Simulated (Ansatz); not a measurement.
Reaction (ligand exchange at a B–Cl bond): `C[B](Cl)[GeH3]` + H₂Se → `C[B]([GeH3])[SeH]` + HCl

Isolated molecules relaxed with PBE0-D4/def2-TZVP in Ansatz; ΔE leaves out vibrations. CBS: MP2 limit from def2 TZ/QZ plus the TZ coupled-cluster correction, frozen cores. This one scheme is used for every species. Functionals use def2-TZVPP. For Ge, Se outer-core shells are correlated without core-valence functions, which leaves a few kJ/mol of doubt a bond. Scalar relativity is left out up to krypton. Each species was taken in one conformer, which may not be the lowest.

CCSD(T)/CBS gives +0.01 eV.

Task: Another level gave +0.07 eV. Which?
A. PBE0/def2-TZVPP
B. MP2/def2-TZVPP
C. HF/def2-TZVPP
D. ωB97M-V/def2-TZVPP

Result: A. PBE0 0.07, MP2/def2-TZVPP -0.01, ωB97M-V 0.11, HF/def2-TZVPP 0.21 eV.

Largest T1 diagnostic among the species: 0.012.

In def2-TZVPP, CCSD(T) changes the Hartree–Fock value by −0.20 eV (the triples alone add −0.03 eV) and MP2 by −0.22 eV. The D4 term adds −0.05 eV with B3LYP and −0.03 eV with PBE0; it sums over pairs of atoms, weighted by their polarisabilities, and B3LYP, whose exchange is more repulsive, gets the larger term.

B3LYP here is the variant with VWN-RPA as its local correlation; programs differ in this.
